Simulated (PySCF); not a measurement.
Start geometry of [OsO4]2-, `[O]=[Os-2](=[O])(=[O])=[O]` [triplet] from GFN2-xTB (Å):
```
atom  x, y, z in Å
Os1   -0.0028   -0.0018    0.0029
O2     0.0115   -0.0181    1.7814
O3     1.6714    0.0126   -0.6058
O4    -0.8428    1.4581   -0.5731
O5    -0.8372   -1.4509   -0.6054
```

Question: What comes out of this run: PBE0-D3(BJ)/def2-SVP geometry optimisation, gas phase, def2 core potentials past Kr in PySCF?

Answer: 
```
atom  x, y, z in Å
Os1   -0.001   -0.001    0.001
O2     0.018   -0.015    1.804
O3     1.693    0.011   -0.619
O4    -0.859    1.476   -0.581
O5    -0.851   -1.472   -0.605
```

The energy falls by 1.3 kcal/mol over 4 energy and gradient evaluations, the largest force component goes from 0.0234 to 2.0e-04 Eh/bohr, and the atoms move by 0.022 Å rms after alignment. Among the bonds, Os1–O2, Os1–O4 and Os1–O5 change most and about equally (+0.024 to +0.025 Å). Bonds longer at the end by more than 0.005 Å: 4 of 4; shorter: 0. The orientation of the end geometry is arbitrary; only internal coordinates are fixed.

The run used 88 basis functions and 34 SCF cycles in all. Hardware: one thread, x86-64 server, no GPU, shared host. Cost: 22 s of wall time.

Not checked by PBE0-D3(BJ)/def2-SVP frequencies. ⟨S²⟩ = 2.014 (exact for a triplet: 2.00). Whether so highly charged an anion holds all its electrons in the gas phase wasn't checked; a finite basis holds them in any case. No counter-ion or solvent screens the charge of this multiply charged ion. The geometry's basis has no diffuse functions, a weakness for an anion.

For an open-shell metal species like this, the optimisation's SCF solution wasn't tested for stability and no frequencies at its level were run, so a lower state or another shape may exist.
